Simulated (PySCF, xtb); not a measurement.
C2H4N2OSi, SMILES N(=C\O[SiH3])/C#N. The values are those of a single conformer.

Harmonic wavenumbers (cm⁻¹) from GFN2-xTB (xtb) at its own minimum, in rising order: 79, 103, 143, 179, 243, 515, 528, 547, 604, 658, 689, 739, 771, 799, 889, 1096, 1280, 1336, 1700, 2310, 2321, 2348, 2371, 2873.

Q: What does B3LYP-D3(BJ)/def2-SVP run with PySCF give at its own minimum? (The exact figures need the calculation; the answer reports its results.)

A: 103, 129, 198, 212, 282, 553, 562, 599, 701, 706, 752, 943, 949, 959, 1013, 1106, 1335, 1393, 1715, 2270, 2285, 2287, 2352, 3119. Paired by order, the mean absolute difference is 72 cm⁻¹ and the zero-point energies are 35.9 and 37.9 kcal/mol.
